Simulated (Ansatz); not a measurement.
`CC(=O)[O][GeH3]` → `[CH3][GeH2][C](=O)O`  (isomerisation)

Isolated molecules relaxed with PBE0-D4/def2-TZVP in Ansatz; ΔE leaves out vibrations. CCSD(T)/CBS is the MP2 limit (def2-TZVPP, def2-QZVPP) plus CCSD(T) − MP2 in def2-TZVPP, frozen cores. Functionals use def2-TZVPP. B3LYP here is the variant with VWN-RPA as its local correlation; programs differ in this. For Ge outer-core shells are correlated without core-valence functions, which leaves a few kJ/mol of doubt a bond. Scalar relativity is left out up to krypton. Each species was taken in one conformer, which may not be the lowest.

Problem. Is it downhill or uphill in electronic energy at CCSD(T)/CBS, and by how much? (An estimate is asked.)

Solution. Ansatz gave: Uphill: ΔE = +0.50 eV.

Problem. What do these levels give: PBE-D4, r2SCAN-D4, ωB97M-V, PBE, PBE0, B3LYP, MP2/def2-TZVPP, SCS-MP2/def2-TZVPP, CCSD(T)/def2-TZVPP, HF/def2-QZVPP, MP2/def2-QZVPP, MP2/CBS(def2)? (Best estimate.)

Solution. Ansatz gave: PBE-D4 0.42, r2SCAN-D4 0.53, ωB97M-V 0.52, PBE 0.41, PBE0 0.48, B3LYP 0.51, MP2/def2-TZVPP 0.50, SCS-MP2/def2-TZVPP 0.55, CCSD(T)/def2-TZVPP 0.51, HF/def2-QZVPP 0.78, MP2/def2-QZVPP 0.50, MP2/CBS(def2) 0.49 eV.

Largest T1 diagnostic among the species: 0.014.

In def2-TZVPP, CCSD(T) changes the Hartree–Fock value by −0.25 eV (the triples alone add −0.02 eV) and MP2 by −0.26 eV. From PBE to PBE0 (25 % exact exchange), in def2-TZVPP and without D4, ΔE moves by +0.07 eV.
